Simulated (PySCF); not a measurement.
Isomers of C7H12NP.

All values: PBE0/pcSseg-1 (PySCF) at PBE0-D3(BJ)/def2-SVP geometries, gas phase, one conformer each.

Task: Rank by LUMO energy, highest first.
A. `[CH3:1][c:2]1[cH:3][n:4]([CH:5]([CH3:6])[CH3:7])[cH:8][p:9]1` with C3–N4–C5–C6 -64°
B. `[CH2:1]=[CH:2][CH2:3][P:4]([CH3:5])[CH2:6][CH2:7][C:8]#[N:9]` with C1–C2–C3–P4 -113°, C2–C3–P4–C5 176°, C3–P4–C6–C7 -177°, P4–C6–C7–C8 180°
C. `[CH3:1][c:2]1[cH:3][c:4]([CH3:5])[p:6]([NH2:7])[c:8]1[CH3:9]` with C4–P6–N7–H 109° and -34°

Result: A (0.00 eV), B (-0.12 eV), C (-0.90 eV).

Task: Rank by the lowest IAO charge on any atom, highest value first.
A. `[CH3:1][CH2:2][c:3]1[cH:4][n:5]([CH2:6][CH3:7])[cH:8][p:9]1` with C1–C2–C3–C4 -108°, C4–N5–C6–C7 86°
B. `[CH2:1]=[CH:2][CH2:3][P:4]([CH3:5])[CH2:6][CH2:7][C:8]#[N:9]` with C1–C2–C3–P4 -113°, C2–C3–P4–C5 176°, C3–P4–C6–C7 -177°, P4–C6–C7–C8 180°
C. `[CH3:1][c:2]1[cH:3][c:4]([CH3:5])[p:6]([NH2:7])[c:8]1[CH3:9]` with C4–P6–N7–H 109° and -34°

Result: A (-0.417 e), B (-0.606 e), C (-0.761 e).

Task: Rank by the lowest Hirshfeld charge on any atom, lowest value first.
A. `[CH2:1]=[CH:2][CH2:3][P:4]([CH3:5])[CH2:6][CH2:7][C:8]#[N:9]` with C1–C2–C3–P4 -113°, C2–C3–P4–C5 176°, C3–P4–C6–C7 -177°, P4–C6–C7–C8 180°
B. `[CH3:1][c:2]1[cH:3][n:4]([CH:5]([CH3:6])[CH3:7])[cH:8][p:9]1` with C3–N4–C5–C6 -64°
C. `[CH3:1][c:2]1[cH:3][c:4]([CH3:5])[p:6]([NH2:7])[c:8]1[CH3:9]` with C4–P6–N7–H 109° and -34°

Result: C (-0.262 e), A (-0.233 e), B (-0.121 e).

All values together:

```
         SMILES  μ (D)  HOMO (eV)  LUMO (eV)  lowest IAO charge (e)  highest IAO charge (e)  lowest Hirshfeld charge (e)  highest Hirshfeld charge (e)
  C=CCP(C)CCC#N   4.12      -6.97      -0.12             -0.606 (C)              +0.493 (P)                   -0.233 (N)                    +0.154 (P)
Cc1cn(C(C)C)cp1   3.97      -6.08       0.00             -0.415 (C)              +0.212 (P)                   -0.121 (C)                    +0.050 (H)
Cc1cc(C)p(N)c1C   1.47      -5.84      -0.90             -0.761 (N)              +0.665 (P)                   -0.262 (N)                    +0.174 (P)
  CCc1cn(CC)cp1   3.82      -6.15      -0.10             -0.417 (C)              +0.216 (P)                   -0.118 (C)                    +0.052 (H)
```

Conformers: `[CH2:1]=[CH:2][CH2:3][P:4]([CH3:5])[CH2:6][CH2:7][C:8]#[N:9]` with C1–C2–C3–P4 -113°, C2–C3–P4–C5 176°, C3–P4–C6–C7 -177°, P4–C6–C7–C8 180°; `[CH3:1][c:2]1[cH:3][n:4]([CH:5]([CH3:6])[CH3:7])[cH:8][p:9]1` with C3–N4–C5–C6 -64°; `[CH3:1][c:2]1[cH:3][c:4]([CH3:5])[p:6]([NH2:7])[c:8]1[CH3:9]` with C4–P6–N7–H 109° and -34°; `[CH3:1][CH2:2][c:3]1[cH:4][n:5]([CH2:6][CH3:7])[cH:8][p:9]1` with C1–C2–C3–C4 -108°, C4–N5–C6–C7 86°.
